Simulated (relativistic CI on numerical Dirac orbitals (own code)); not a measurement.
## Se⁵⁺: sensitivity of the levels to the model

Base calculation: Dirac-Coulomb-Breit CI, KLI orbitals optimised for each configuration, model QED, valence Slater integrals scaled by 0.85, P86 correlation energy added to each configuration.

CI space (outside the closed core [Ar]): 3d10 4s, 3d10 4p, 3d10 4d, 3d10 4f, 3d10 5s, 3d10 5p, 3d9 4s2, 3d10 5d, 3d10 6s, 3d10 6p, 3d10 5f, 3d9 4p2, 3d10 5g, 3d10 6d, 3d8 4s 4p2, 3d10 7s. Levels of other configurations are missing.

Variants: (1) self-excluded LDA correlation estimate; (2) valence Slater integrals scaled by 0.75; (3) QED terms removed; (4) non-relativistic limit. Shifts of the energy above 3d10 4s 2S_1/2, in cm⁻¹, for the lowest level and the first level of each name with at least 55 % of one term (blank where a level changes its place among those of its configuration and J or its character, or is not in the variant):

| Level | Base | Δ(1) | Δ(2) | Δ(3) | Δ(4) | Measured |
| --- | --- | --- | --- | --- | --- | --- |
| 3d10 4s 2S_1/2 | 0 | 0 | 0 | 0 | 0 | 0 |
| 3d10 4p 2P°_1/2 | 112385 | +554 | -107 | +195 | -3081 | 112762 |
| 3d10 4p 2P°_3/2 | 117846 | +554 | -107 | +182 | -8542 | 118462 |
| 3d10 4d 2D_3/2 | 279123 | +2920 | -71 | +191 | -9117 | 282830 |
| 3d10 4d 2D_5/2 | 279769 | +2919 | -70 | +189 | -9763 | 283509 |
| 3d10 5s 2S_1/2 | 328472 | +6404 | -107 | +120 | -6059 | 333594 |
| 3d10 5p 2P°_1/2 | 370211 | +6392 | -107 | +189 | -6939 |  |
| 3d10 5p 2P°_3/2 | 372207 | +6392 | -107 | +184 | -8934 |  |
| 3d10 4f 2F°_7/2 | 405448 | +2281 | -107 | +185 | -9147 |  |
| 3d10 4f 2F°_5/2 | 405473 | +2281 | -107 | +185 | -9172 |  |
| 3d9 4s2 2D_5/2 | 410567 | -32 | +1314 | -261 | +20648 |  |
| 3d9 4s2 2D_3/2 | 417410 | -28 | +1297 | -285 | +13805 |  |
| 3d10 5d 2D_3/2 | 437322 | +6162 | -101 | +187 | -9471 |  |
| 3d10 5d 2D_5/2 | 437589 | +6167 | -101 | +186 | -9738 |  |

At this charge configurations can still be misplaced by up to about 7 % of their energy. 5 of the 5 excited levels that our extract of the measured tables holds in this range could be paired (the sources list more); they are missed by 2712 cm⁻¹ on average and 5122 at most, and levels without a partner can miss by more.

Measured levels: Moore, Atomic Energy Levels, vol. II, NSRDS-NBS 35 (1971 reprint of NBS Circular 467, 1952).

Ionisation energy from the two ground configurations alone: base 81.18 eV; self-excluded LDA correlation estimate 81.89 eV; QED terms removed 81.21 eV. The NIST ASD value (measured) is 81.83 eV.

LS names give the leading component of a level, which can be under half, so a name can repeat, a term be missing and a line seem to break the LS rules.
